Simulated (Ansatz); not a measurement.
A barrier at the coupled-cluster level

Start structure (AlBH₄OF₂, closed shell), relaxed at PBE0-D4/def2-TZVP:

Al1  (-1.266, -0.253, -0.169)
O2  (0.434, -0.925, 0.139)
H3  (-1.632, -0.285, -1.701)
H4  (-2.231, -0.431, 1.059)
B5  (0.914, 0.519, 0.279)
H6  (-0.254, 1.167, 0.143)
F7  (1.719, 0.852, -0.757)
F8  (1.373, 0.776, 1.517)
H9  (0.942, -1.421, -0.510)
(Å)

The step: AlH₃O ([OH][AlH2]) + BHF₂ ([F][BH][F]) → BHOF₂ ([OH][B]([F])[F]) + AlH₃ (still joined by a long Al–O bond); dative contacts that become bonds: Al1–H6, O2–B5; bonds broken: B5–H6; bonds weakened to dative contacts: Al1–O2. Program: Ansatz 0.2.0. Basis: def2-TZVPP and def2-QZVPP. Cores are frozen in the correlated methods. Extrapolation: Hartree–Fock as exp(−7.88 √X), correlation as X^−2.97. Energies below are by CCSD(T) at an estimated basis limit (MP2 extrapolated from triple and quadruple zeta, plus CCSD(T) − MP2 in triple zeta).

Q: What are the electronic barrier and the energy of the step, from the start structure to the end structure? (To be estimated.)

A: By the calculation: Barrier 0.450 eV; step energy 0.375 eV (uphill); reverse barrier, their difference, 0.075 eV. Barrier and step energy count from the start structure, the reverse barrier from the end structure.

The saddle point: One imaginary mode of 89i cm⁻¹.
```json
{"pair": "Al1–H6", "start (Å)": "1.77", "saddle (Å)": "1.61", "end (Å)": "1.59"}
{"pair": "O2–B5", "start (Å)": "1.53", "saddle (Å)": "1.39", "end (Å)": "1.37"}
{"pair": "Al1–O2", "start (Å)": "1.85", "saddle (Å)": "2.09", "end (Å)": "2.08"}
{"pair": "B5–H6", "start (Å)": "1.34", "saddle (Å)": "2.46", "end (Å)": "3.58"}
```

Zero-point energy (harmonic, PBE0-D4): ZPE is 1.330 eV at the start and 1.262 eV at the saddle, so the barrier goes from 0.450 to 0.382 eV.

First-order rate constant out of the start structure at 698 K by transition-state theory, with harmonic vibrational free energies alone and no tunnelling: ΔA‡ = 0.380 eV, so k = (kB T/h) exp(−ΔA‡/kB T) ≈ 10^10 s⁻¹ (an order of magnitude at best: rotation, the number of equivalent paths and anharmonicity are left out).

T1 diagnostic: at most 0.013.

Ligand swaps between two centres remove the fluorinated layer in thermal atomic layer etching, and scramble precursors in the gas phase.

Labels in which every atom is bracketed show which atoms are joined, not bond orders.

For scale, one of the runs: CCSD(T)/def2-TZVPP, 222 basis functions, launched by `ansatz run in.yaml --threads 4 --pin off --events-out ev --progress --plain --max-ram 9574MiB`. Hardware: 4 CPU threads of an Intel Xeon Platinum 8375C, shared host. Wall time 54 s; peak host memory 3.7 GiB.
